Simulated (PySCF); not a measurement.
How methods differ on the ionisation energy of Ne²⁺

Ne²⁺ [He] 2s2 2p4 (3P) → Ne³⁺ [He] 2s2 2p3 (4S), as a difference of total energies. Computed with PySCF 2.14 in dyall-acv3z, with the spin-free X2C one-electron Hamiltonian (Gaussian nucleus). Correlated levels: valence: 1s2 frozen; valence and next inner shell: nothing frozen; virtual orbitals above 40 to 60 times the deepest correlated orbital energy dropped. The calculations carry no spin-orbit coupling.

```tsv
method	ionisation energy (eV)	plus first-order spin-orbit estimate	error of that sum (eV)
UHF	61.809	61.847	-1.576
LDA	63.633	63.670	+0.247
PBE	63.874	63.912	+0.489
PBE0	63.721	63.759	+0.336
r2SCAN	63.608	63.646	+0.223
TPSSh	63.909	63.947	+0.524
revPBE	63.787	63.825	+0.402
PW91	64.023	64.061	+0.638
BHandHLYP	63.684	63.722	+0.299
MP2 (valence)	63.041	63.078	-0.345
SCS-MP2 (valence)	63.152	63.190	-0.233
MP2 (valence and next inner shell)	63.071	63.109	-0.314
SCS-MP2 (valence and next inner shell)	63.166	63.204	-0.219
```

Reference: 63.423 eV (measured; NIST Atomic Spectra Database, ionization energies).

A first-order spin-orbit estimate (lowest level to lowest level, LS coupling) adds 0.038 eV.

Errors of the correlated levels include the incompleteness of this basis and the frozen core.
